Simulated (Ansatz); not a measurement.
The same ligand exchange along the group B, Al, In.

Computed with Ansatz on PBE0-D4/def2-TZVP structures; ΔE is electronic, products minus reactants. CBS: MP2 limit from def2 TZ/QZ plus the TZ coupled-cluster correction, frozen cores. DFT in def2-TZVPP. B3LYP here is the variant with VWN-RPA as its local correlation; programs differ in this. def2 core potentials past Kr. For I, In outer-core shells are correlated without core-valence functions, which leaves a few kJ/mol of doubt a bond.

```json
{"reaction": "`BC1C[SiH2]1` + HI → `BI` + `C1C[SiH2]1`", "CCSD(T)/CBS(def2) (kJ/mol)": "-10"}
{"reaction": "`[AlH2][CH]1C[SiH2]1` + HI → `[AlH2][I]` + `C1C[SiH2]1`", "CCSD(T)/CBS(def2) (kJ/mol)": "-131"}
{"reaction": "`[InH2][CH]1C[SiH2]1` + HI → `[InH2][I]` + `C1C[SiH2]1`", "CCSD(T)/CBS(def2) (kJ/mol)": "?"}
```

Task: Fill in the missing values. (An estimate is asked.)

Result: Ansatz gave: `[InH2][CH]1C[SiH2]1` + HI → `[InH2][I]` + `C1C[SiH2]1`: -157.2 kJ/mol.

Largest T1 diagnostic: 0.013, for `[InH2][CH]1C[SiH2]1`.
